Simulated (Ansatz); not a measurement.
Relaxed structures of CH4BSn (charge -1), singlet (PBE0-D4/def2-TZVPD; forces vanish, vibrations not checked; lower isomers may exist, and structures with a doubtful reference or unclear bonds are left out; Å). Ansatz 0.2.0; basis: def2-TZVPPD; cores frozen in the correlated methods. Filled d shells of the heavier atoms are correlated. Core potentials replace the inner electrons of the atoms past krypton. The def2 sets are not built for correlating such inner shells, so the correlated values are less sure here.

(1) Rank them by CCSD(T) energy, lowest first, and give each one's height above the lowest. Links in brackets join atoms within 1.22 times the sum of their covalent radii (1.1 for two metals). (An estimate is asked for; the value comes from the calculation.)
A.
CH₄BSn ([CH][B][SnH3]), total charge -1
```
7
angstrom
C -1.7372 -1.5381 -0.3650
B -0.7604 -0.6734 -0.1596
Sn 0.8269 0.7321 0.1737
H -2.5301 -2.2400 -0.5316
H 1.0233 1.9775 -1.0219
H 0.7432 1.6632 1.6384
H 2.4343 0.0788 0.2659
```
B.
CH₄BSn ([CH2][B][SnH2]), total charge -1
```
7
angstrom
C -1.2675 -1.6613 -0.2863
B -0.4515 -0.5340 -0.0825
Sn 1.2051 0.9196 0.2410
H -2.3490 -1.5945 -0.3862
H 0.7523 2.0913 -1.0092
H 0.4925 1.8059 1.6001
H -0.8648 -2.6706 -0.3564
```
C.
CH₄BSn ([BH][C][SnH3]), total charge -1
```
7
angstrom
C -0.6914 -0.6122 -0.1451
B -1.6753 -1.4833 -0.3519
Sn 0.7946 0.7035 0.1669
H -2.5517 -2.2592 -0.5361
H 0.9748 1.9450 -1.0442
H 0.6918 1.6275 1.6421
H 2.3995 0.0276 0.2561
```

T1 diagnostic: at most 0.020.

## Answers

(1) The calculation gives: B (0.000 eV), A (0.739 eV), C (0.818 eV). Heights count from the lowest.

For scale, one of the runs: CCSD(T)/def2-TZVPPD, 198 basis functions, launched by `ansatz run in.yaml --threads 2 --pin off --events-out ev --progress --plain --max-ram 4352MiB`. The run took 75 s on 2 CPU threads of an Arm Neoverse V2 (shared host), with 2.6 GiB of host memory at its peak.
